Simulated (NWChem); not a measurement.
Everything below was run with NWChem. System: H₃BN, charge 0, spin multiplicity 2, at a geometry optimised with UB3LYP/def2-SVP. The structure started from a generated list of species. Its SCF solution wasn't tested for a lower state. Level: ROCCSD(T)/def2-TZVP, 2 core orbitals frozen.

NWChem printed:

```
             Northwest Computational Chemistry Package (NWChem) 7.3.0
             --------------------------------------------------------

                                NWChem Input Module
                                -------------------

 Scaling coordinates for geometry "geometry" by  1.889725989
 (inverse scale =  0.529177249)

 Turning off AUTOSYM since
 SYMMETRY directive was detected!

                             Geometry "geometry" -> ""
                             -------------------------

 Output coordinates in angstroms (scale by  1.889725989 to convert to a.u.)

  No.       Tag          Charge          X              Y              Z
 ---- ---------------- ---------- -------------- -------------- --------------
    1 B                    5.0000     0.68645400    -0.10237200     0.00000000
    2 N                    7.0000    -0.63013400     0.09750800     0.00000000
    3 H                    1.0000     1.46167900     0.84011700     0.00000000
    4 H                    1.0000     1.14397200    -1.23440800     0.00000000
    5 H                    1.0000    -1.62698600     0.22359500     0.00000000

 Effective nuclear repulsion energy (a.u.)      26.9901232741

            Nuclear Dipole moment (a.u.)
            ----------------------------
        X                 Y               Z
 ---------------- ---------------- ----------------
    -0.0000056692    -0.0000000000     0.0000000000

      Symmetry information
      --------------------

 Group name             Cs
 Group number              2
 Group order               2
 No. of unique centers     5

      Symmetry unique atoms

     1    2    3    4    5


 Summary of "ao basis" -> "" (spherical)
 ------------------------------------------------------------------------------
       Tag                 Description            Shells   Functions and Types
 ---------------- ------------------------------  ------  ---------------------
 *                         def2-tzvp                  on all atoms

 Summary of "ao basis" -> "ao basis" (spherical)
 ------------------------------------------------------------------------------
       Tag                 Description            Shells   Functions and Types
 ---------------- ------------------------------  ------  ---------------------
 B                         def2-tzvp                11       31   5s3p2d1f
 N                         def2-tzvp                11       31   5s3p2d1f
 H                         def2-tzvp                 4        6   3s1p

                                 NWChem SCF Module
                                 -----------------

  ao basis        = "ao basis"
  functions       =    80
  atoms           =     5
  closed shells   =     7
  open shells     =     1
  charge          =   0.00
  wavefunction    = ROHF
  use symmetry    = T
  symmetry adapt  = T

 Summary of "ao basis" -> "ao basis" (spherical)
 ------------------------------------------------------------------------------
       Tag                 Description            Shells   Functions and Types
 ---------------- ------------------------------  ------  ---------------------
 B                         def2-tzvp                11       31   5s3p2d1f
 N                         def2-tzvp                11       31   5s3p2d1f
 H                         def2-tzvp                 4        6   3s1p

      Symmetry analysis of basis
      --------------------------

        a'         57
        a"         23

 Forming initial guess at       0.0s

      Symmetry analysis of molecular orbitals - initial
      -------------------------------------------------

  Numbering of irreducible representations:

     1 a'          2 a"

  Orbital symmetries:

     1 a'          2 a'          3 a'          4 a'          5 a'
     6 a'          7 a"          8 a'          9 a"         10 a'
    11 a'         12 a'         13 a'         14 a'         15 a"
    16 a'         17 a'         18 a'

 Starting SCF solution at       0.0s

 ----------------------------------------------
         Quadratically convergent ROHF

 Convergence threshold     :          1.000E-07
 Maximum no. of iterations :          100
 Final Fock-matrix accuracy:          1.000E-09
[...]
     9     -0.245429  1 B  px                 3      0.166784  1 B  s

 center of mass
 --------------
 x =  -0.01888001 y =   0.00447121 z =   0.00000000

 moments of inertia (a.u.)
 ------------------
           9.091041824639           7.804969231616           0.000000000000
           7.804969231616          60.297829618453           0.000000000000
           0.000000000000           0.000000000000          69.388871443092

  Mulliken analysis of the total density
  --------------------------------------

    Atom       Charge   Shell Charges
 -----------   ------   -------------------------------------------------------
    1 B    5     4.97   0.91  1.07  0.47  0.47  0.04  0.95  0.82  0.10  0.07  0.06  0.02
    2 N    7     7.32   0.82  1.16  0.55  0.77  0.14  1.47  1.65  0.74  0.00  0.01  0.00
    3 H    1     1.01   0.25  0.53  0.23  0.01
    4 H    1     1.01   0.25  0.53  0.23  0.01
    5 H    1     0.69   0.24  0.37  0.04  0.04

 Mulliken analysis of the open-shell density
 -------------------------------------------

    Atom       Charge   Shell Charges
 -----------   ------   -------------------------------------------------------
    1 B    5     0.02   0.00 -0.00  0.00  0.00  0.00 -0.00 -0.01 -0.00  0.01  0.01  0.00
    2 N    7     0.92   0.00 -0.00  0.00  0.00 -0.00  0.35  0.39  0.18  0.00  0.00  0.00
    3 H    1     0.03   0.01  0.01  0.01  0.00
    4 H    1     0.03   0.01  0.01  0.01  0.00
    5 H    1     0.01   0.00  0.00 -0.00  0.01

       Multipole analysis of the density wrt the origin
       ------------------------------------------------

     L   x y z        total         open         nuclear
     -   - - -        -----         ----         -------
     0   0 0 0     -0.000000     -1.000000     15.000000

     1   1 0 0     -0.688723      0.930431     -0.000006
     1   0 1 0      0.092112     -0.155859     -0.000000
     1   0 0 1      0.000000      0.000000      0.000000

     2   2 0 0     -8.029519     -2.641827     40.095333
     2   1 1 0     -0.353074      0.162438     -4.747383
     2   1 0 1     -0.000000      0.000000      0.000000
     2   0 2 0    -10.655117     -1.856123      8.565231
     2   0 1 1     -0.000000      0.000000      0.000000
     2   0 0 2    -10.431137     -0.538613      0.000000

                   NWChem Extensible Many-Electron Theory Module
                   ---------------------------------------------


            General Information
            -------------------
      Number of processors :     1
         Wavefunction type : Restricted open-shell Hartree-Fock
          No. of electrons :    15
           Alpha electrons :     8
            Beta electrons :     7
           No. of orbitals :   160
            Alpha orbitals :    80
             Beta orbitals :    80
        Alpha frozen cores :     2
         Beta frozen cores :     2
     Alpha frozen virtuals :     0
      Beta frozen virtuals :     0
         Spin multiplicity : doublet
    Number of AO functions :    80
       Number of AO shells :    34
        Use of symmetry is : on
      Symmetry adaption is : on
         Schwarz screening : 0.10D-09

          Correlation Information
          -----------------------
          Calculation type : Coupled-cluster singles & doubles w/ perturbation
   Perturbative correction : (T)
            Max iterations :      100
        Residual threshold : 0.10D-05
     T(0) DIIS level shift : 0.00D+00
     L(0) DIIS level shift : 0.00D+00
     T(1) DIIS level shift : 0.00D+00
     L(1) DIIS level shift : 0.00D+00
     T(R) DIIS level shift : 0.00D+00
     T(I) DIIS level shift : 0.00D+00
   CC-T/L Amplitude update :  5-th order DIIS
                I/O scheme : Global Array Library
        L-threshold :  0.10D-05
        EOM-threshold :  0.10D-05
 no EOMCCSD initial starts read in
 TCE RESTART OPTIONS
 SLICE:      F
 D4D5:       F
 quantumc:   F
 qrotation:  F
 pwtce:      F
 qducc:      F
 nacto:                         0
 nrotv:                         0
 nrot:                          0

            Memory Information
            ------------------
          Available GA space size is     249024000 doubles
          Available MA space size is     104853236 doubles

 Maximum block size supplied by input
 Maximum block size        24 doubles

 tile_dim =     22

 -------------------------------------------------
   1    alpha     a'     4 doubles       0       1
   2    alpha     a'     1 doubles       4       2
   3    alpha     a"     1 doubles       5       3
   4    beta      a'     4 doubles       6       4
   5    beta      a"     1 doubles      10       5
   6    alpha     a'    16 doubles      11       6
   7    alpha     a'    17 doubles      27       7
   8    alpha     a'    17 doubles      44       8
   9    alpha     a"    22 doubles      61       9
  10    beta      a'     1 doubles      83      10
  11    beta      a'    16 doubles      84      11
  12    beta      a'    17 doubles     100      12
  13    beta      a'    17 doubles     117      13
  14    beta      a"    22 doubles     134      14

 Global array virtual files algorithm will be used

 Parallel file system coherency ......... OK

 4-electron integrals stored in orbital form

 v2    file size   =          4352122
 4-index algorithm nr.  13 is used
 imaxsize =       30
 imaxsize ichop =        0


CCSD iterations
 ---------------------------------------------------------
 Iter          Residuum       Correlation     Cpu    Wall
 ---------------------------------------------------------
    1   0.1515248832008  -0.2871577041824     0.3     0.3
    2   0.0438998245292  -0.3031553334519     0.3     0.3
    3   0.0337228510560  -0.3081532790552     0.3     0.3
    4   0.0231546321122  -0.3110872143161     0.3     0.3
    5   0.0282876419288  -0.3105140378094     0.3     0.3
    6   0.0031096664209  -0.3117279486918     0.3     0.3
    7   0.0027016906467  -0.3118971028891     0.3     0.3
    8   0.0011078788988  -0.3119729229804     0.3     0.3
    9   0.0017896759849  -0.3119648260795     0.3     0.3
   10   0.0009707441909  -0.3120540980173     0.3     0.3
   11   0.0001126923385  -0.3120744583872     0.3     0.3
   12   0.0000645210981  -0.3120856339795     0.3     0.3
   13   0.0000384553303  -0.3120902583140     0.3     0.3
   14   0.0000382950037  -0.3120901748363     0.3     0.3
   15   0.0000280814337  -0.3120923313351     0.3     0.3
   16   0.0000060726805  -0.3120924877151     0.3     0.3
   17   0.0000047455280  -0.3120925477966     0.3     0.3
   18   0.0000027223484  -0.3120926064947     0.3     0.3
   19   0.0000031605968  -0.3120925389576     0.3     0.3
   20   0.0000023107797  -0.3120926729081     0.3     0.3
   21   0.0000003970803  -0.3120926413280     0.3     0.3
 -----------------------------------------------------------------
 Iterations converged
 CCSD correlation energy / hartree =        -0.312092641327960
 CCSD total energy / hartree       =       -81.178968614314954

 Singles contributions
     8a'  (beta ) ---     6a'  (beta )        0.1339310701

 Doubles contributions
 CCSD(T)
 Using plain CCSD(T) code
             total no. of tasks          753
 total no. of tasks / no. procs          753
                         wl_min            4           1.3
                         wl_max       526592           9.0
        thresh for no. of tasks          753

 CCSD[T]  correction energy / hartree =        -0.012659250885460
 CCSD[T] correlation energy / hartree =        -0.324751892213420
 CCSD[T] total energy / hartree       =       -81.191627865200417
 CCSD(T)  correction energy / hartree =        -0.011696711425358
 CCSD(T) correlation energy / hartree =        -0.323789352753318
 CCSD(T) total energy / hartree       =       -81.190665325740312

 Task  times  cpu:       14.6s     wall:       14.6s

 Total times  cpu:       14.6s     wall:       14.6s
```

Problem. Write an NWChem input that would produce this output.

Solution. Several could match; the one computed here: 
```
start mol
memory heap 100 mb stack 700 mb global 1900 mb
geometry units angstroms nocenter noautoz
  B      0.686454    -0.102372     0.000000
  N     -0.630134     0.097508     0.000000
  H      1.461679     0.840117     0.000000
  H      1.143972    -1.234408     0.000000
  H     -1.626986     0.223595     0.000000
  symmetry group Cs
end
basis spherical
  * library def2-tzvp
end
scf
  rohf
  nopen 1
  maxiter 100
  thresh 1e-7
  semidirect memsize 60000000 filesize 0
  # guess.movecs holds the orbitals of an unrestricted PBE0 run
  vectors input guess.movecs output mol.movecs
end
tce
  freeze core 2
  ccsd(t)
  2eorb
  2emet 13
  thresh 1e-6
  maxiter 100
  tilesize 24
end
task tce energy
```
